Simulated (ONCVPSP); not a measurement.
**beryllium (Be): excitation energies, all-electron against ONCV**

| Quantity | Value |
| --- | --- |
| Element | beryllium |
| Generator | ONCVPSP 4.0.1 |
| Type | optimised norm-conserving Vanderbilt (ONCV) |
| Functional | LDA (Perdew-Wang 92) |
| Relativity | scalar-relativistic |
| Frozen core | none |
| Valence charge | 4 |
| Reference configuration | 1s2 (charge +2) |
| Partial waves | 1s: rc 0.45 bohr, ncon 4, nbas 7, qcut 29 1/bohr, 1 projector; p scattering state at 0.05 Ha: rc 0.40 bohr, ncon 4, nbas 8, qcut 22.9 1/bohr, 1 projector |
| Local potential | polynomial inside 0.35 bohr (lpopt 2, dvloc0 2 Ha) |
| Core correction | none |

Energies are relative to the spin-unpolarised reference configuration 1s2; without spin polarisation the order of configurations can differ from experiment.

```
valence configuration  charge  ΔE all-electron (eV)  error AE − PS (meV)
              1s2 2s2       0               -27.286                  -15
          1s2 2s1 2p1       0               -23.768                 -8.1
```

What are ΔE and the potential's error for 1s2 2s1.5?

ΔE = -23.538 eV all-electron; the error (AE − PS) is -13 meV.

What are ΔE and the potential's error for 1s2 2s1?

ΔE = -17.773 eV all-electron; the error (AE − PS) is -10 meV.

Levels in the configuration 1s2 2s1:

| level | all-electron (eV) | pseudo (eV) |
| --- | --- | --- |
| 1s | -116.424 | -116.450 |
| 2s | -13.641 | -13.634 |

Note: ghosts flagged at negative energy: s at -128.9 eV; no localised positive-energy state flagged. A true bound ghost makes a file unfit for plane-wave use.
